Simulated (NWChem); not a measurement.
# C₃H₄F₂O; SMILES C(=O)CC(F)F

```xyz
10

O      0.5276    -2.0569    -0.5155
C     -0.2325    -1.7093     0.3598
C     -0.7088    -0.2850     0.5591
C      0.0423     0.7270    -0.2837
F     -0.5824     1.9419    -0.1858
F      1.3109     0.8689     0.1996
H     -0.6562    -2.4464     1.0763
H     -0.6234    -0.0069     1.6175
H     -1.7799    -0.2457     0.3144
H      0.1065     0.4536    -1.3402
```
Atoms are numbered in this order, from 1.

The geometry was optimised at B3LYP/6-31G* (spherical d).

Task: Give the principal values of the shielding tensors (ppm) of O1, C2, C3, C4, F5 from PBE0/pcSseg-1, GIAO (NWChem), with their diamagnetic and paramagnetic parts as GIAO splits them.

Result: 
| atom | σ11 | σ22 | σ33 | isotropic | diamagnetic | paramagnetic |
|---|---|---|---|---|---|---|
| O1 | -1065.6 | -493.1 | 381.0 | -392.6 | 402.1 | -794.6 |
| C2 | -116.2 | -36.7 | 95.8 | -19.0 | 250.2 | -269.2 |
| C3 | 103.0 | 124.9 | 168.4 | 132.1 | 253.1 | -121.0 |
| C4 | 45.8 | 61.6 | 88.8 | 65.4 | 240.3 | -174.9 |
| F5 | 194.5 | 336.8 | 415.9 | 315.7 | 474.5 | -158.8 |
